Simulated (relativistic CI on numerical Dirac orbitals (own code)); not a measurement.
Calculated at this level of theory: Dirac-Coulomb-Breit CI, KLI orbitals optimised for each configuration, QED by a radiative potential, unscaled Slater integrals (own radial code, finite nucleus).

The strongest absorption lines from the ground level of an ion, among the configurations computed and to levels below about 20500 eV (vacuum wavelength in Å, gf): 0.7928 (0.64), 0.8784 (1.3), 0.8788 (1.6), 0.8789 (0.67), 0.9032 (0.62), 1.0403 (1.6), 1.0442 (2.1), 1.0443 (2.7).

Question: Which ion is it?
A. Bi76+
B. Bi72+
C. Bi74+
D. Lu62+

Answer: C. Bi74+ has 9 electrons and the ground level 2s2.2p5 2P°_3/2; the strongest line goes to 2s2.2p4.3d 2D_5/2. The pattern of lines fixes the number of electrons, and along that sequence the line energies rise steadily with the charge (about as its square where n changes within one kind of shell, about linearly where n is kept but much faster in heavy ions where fine structure, which grows about as Z⁴, sets the gap, and irregularly where shells cross), which fixes Z. Configurations outside the model, such as inner-shell arrays, can give stronger lines. At this charge energies of transitions that change n are usually good to better than 1 %, and those within a shell (Δn = 0) to a few per cent.

LS names give the leading component of a level, which can be under half, so a name can repeat, a term be missing and a line seem to break the LS rules.
